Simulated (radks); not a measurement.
Excited configurations of Ge III: one electron is placed in a higher orbital outside [Ar] 3d10 4s1. The ground configuration is [Ar] 3d10 4s2. Method: scalar-relativistic Kohn-Sham, BLYP, spin-polarised, spherical densities, point nucleus; open shells are filled with parallel spins first; computed with a radial shooting solver on a logarithmic mesh with Libxc functionals. Excitation = E - E(ground); binding = E(ion) - E, where the ion is the core of charge +3; n* = 3/sqrt(2 binding) in atomic units, and the quantum defect is n - n*.

outer orbital,excitation (eV),binding (eV),n*,quantum defect,eigenvalue (eV),<r> (bohr)
4d,20.428,14.187,2.938,1.062,-11.226,3.413
4f,26.712,7.902,3.936,0.064,-6.252,5.634
5p,22.733,11.881,3.210,1.790,-10.121,5.010
5f,29.241,5.374,4.773,0.227,-4.417,9.605
6p,27.486,7.129,4.144,1.856,-6.072,8.551
6f,30.759,3.856,5.635,0.365,-3.238,14.45
7s,29.173,5.441,4.744,2.256,-4.687,11.65
7p,29.818,4.796,5.053,1.947,-4.115,12.93

The Delta-SCF ionisation energy is 34.615 eV (NIST Atomic Spectra Database: 34.058 eV, measured). Self-interaction in the functional shifts the binding energies and quantum defects, so they are the method's values and not measured ones.
